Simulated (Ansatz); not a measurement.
The cluster Li3N2⁻. Charge -1, multiplicity 1. Geometry relaxed at B3LYP-D4/def2-TZVPD.

Cartesian coordinates in Å:
```
Li 0.3651 1.0630 1.4552
Li -1.7944 0.4590 -0.4941
Li 0.5007 -1.2853 -1.2159
N -0.1131 0.0289 -0.0314
N 1.0418 -0.2656 0.2863
```

The restricted singlet is unstable towards broken spin symmetry at other levels; at B3LYP-D4/def2-TZVPD this wasn't settled. The geometry of the singlet was relaxed on an unsound state (restricted singlet, unstable towards broken spin symmetry at other levels and untested here). The structure comes from a short search, and lower isomers may exist.

Q: Estimate the harmonic wavenumbers at RKS B3LYP-D4/def2-TZVPD (Ansatz, unscaled). Is this a minimum?

A: 167, 178, 218, 328, 544, 606, 633, 703, 1556 cm⁻¹. Yes, no mode is imaginary beyond noise. Zero-point energy 29.5 kJ/mol. Hardware: 4 threads of Arm Neoverse V2 on a shared host. Wall time 26 s.
